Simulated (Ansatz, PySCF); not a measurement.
TeCl, SMILES [Te]Cl, multiplicity 2. Atoms are numbered in the order given.

```xyz
2

Te     0.0000     0.0000    -0.5799
Cl     0.0000     0.0000     1.7599
```
Charge 0, spin multiplicity 2.

Geometry: B3LYP-D3(BJ)/def2-TZVP. The spin state was assumed, not searched. The def2 effective core potentials stand for the cores of Te; spin–orbit coupling is left out.

Two levels are set side by side: PBE-D3(BJ)/def2-TZVP (Ansatz, a quantum-chemistry and plane-wave program) and B3LYP-D3(BJ)/def2-TZVP (Ansatz). Each level has its own optimised geometry; the coordinates shown are those of the second. Frequencies come from the Hessian of PySCF at each geometry. Differences are taken from unrounded values.

```json
[
 {"quantity": "bond Te1–Cl2 (Å)", "B3LYP-D3(BJ)": "2.340", "PBE-D3(BJ)": "2.336", "PBE-D3(BJ) minus B3LYP-D3(BJ)": "-0.004"},
 {"quantity": "highest harmonic wavenumber (cm⁻¹)", "B3LYP-D3(BJ)": "374", "PBE-D3(BJ)": "374", "PBE-D3(BJ) minus B3LYP-D3(BJ)": "0"},
 {"quantity": "mean harmonic wavenumber (cm⁻¹)", "B3LYP-D3(BJ)": "374", "PBE-D3(BJ)": "374", "PBE-D3(BJ) minus B3LYP-D3(BJ)": "0"},
 {"quantity": "zero-point energy (kcal/mol)", "B3LYP-D3(BJ)": "0.53", "PBE-D3(BJ)": "0.53", "PBE-D3(BJ) minus B3LYP-D3(BJ)": "0.00"}
]
```

Here PBE gives about what the other level gives.
